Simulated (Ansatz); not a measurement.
Cost and result up the ladder for BMe2(PMe2) (C4H12BP) (18 atoms). The state is a singlet with charge 0. Geometry: r2SCAN-D4/def2-SVP.

```xyz
18

B    -0.663    0.136    0.666
C    -0.879    1.638    1.100
H     0.070    1.980    1.561
H    -1.656    1.762    1.873
H    -1.085    2.338    0.276
C    -0.980   -1.025    1.684
H    -0.346   -0.885    2.580
H    -0.827   -2.053    1.323
H    -2.018   -0.938    2.053
P    -0.189   -0.254   -1.114
C     0.908   -1.746   -1.139
C     0.911    1.096   -1.744
H     1.859   -1.587   -0.604
H     1.131   -2.026   -2.180
H     0.380   -2.592   -0.675
H     1.861    1.167   -1.189
H     1.137    0.930   -2.809
H     0.385    2.059   -1.663
```

Ansatz on 4 threads of Arm Neoverse N1 on a shared host. Times are rough, and most runs start from the orbitals of an earlier one. ωB97X-V/def2-TZVP serves as the yardstick here, not as an exact answer. Differences are given only for rows in sets of like size (and for xTB, whose basis is part of the method), since another set adds its own error. Binding counts from free atoms at the same level (B doublet, C triplet, H doublet, P quartet; other spins of the atoms weren't run), without zero-point energy or a counterpoise term.

LC-ωPBE has ω = 0.4 bohr⁻¹. Correlated methods freeze 10 core orbitals. The rows differ in basis, and correlated rows in double-zeta sets carry the largest basis error.

Correlated methods converge slowly with the basis, most of all in double-zeta sets.

```json
{"level": "PBE-D4/def2-SVP", "functions": "148", "wall time": "2.5 s", "binding energy per atom (eV)": "4.00", "difference from ωB97X-V/def2-TZVP (eV)": "–"}
{"level": "LDA (SPW92)/def2-TZVP", "functions": "264", "wall time": "3 s", "binding energy per atom (eV)": "4.42", "difference from ωB97X-V/def2-TZVP (eV)": "0.49"}
{"level": "PBE0-D4/def2-SVP", "functions": "148", "wall time": "3.4 s", "binding energy per atom (eV)": "3.96", "difference from ωB97X-V/def2-TZVP (eV)": "–"}
{"level": "PBE-D4/def2-TZVP", "functions": "264", "wall time": "5 s", "binding energy per atom (eV)": "3.98", "difference from ωB97X-V/def2-TZVP (eV)": "0.05"}
{"level": "LC-ωPBE/def2-TZVP", "functions": "264", "wall time": "6.5 s", "binding energy per atom (eV)": "3.90", "difference from ωB97X-V/def2-TZVP (eV)": "-0.03"}
{"level": "MP2/def2-TZVP", "functions": "264", "wall time": "7 s", "binding energy per atom (eV)": "3.79", "difference from ωB97X-V/def2-TZVP (eV)": "-0.14"}
{"level": "PBE0-D4/def2-TZVP", "functions": "264", "wall time": "7.5 s", "binding energy per atom (eV)": "3.94", "difference from ωB97X-V/def2-TZVP (eV)": "0.01"}
{"level": "r2SCAN-D4/def2-TZVP (with forces)", "functions": "264", "wall time": "12 s", "binding energy per atom (eV)": "3.93", "difference from ωB97X-V/def2-TZVP (eV)": "0.00"}
{"level": "ωB97X-V/def2-TZVP", "functions": "264", "wall time": "19 s", "binding energy per atom (eV)": "3.93", "difference from ωB97X-V/def2-TZVP (eV)": "0.00"}
{"level": "CCSD(T)/def2-SVP", "functions": "148", "wall time": "43 s", "binding energy per atom (eV)": "3.73", "difference from ωB97X-V/def2-TZVP (eV)": "–"}
```
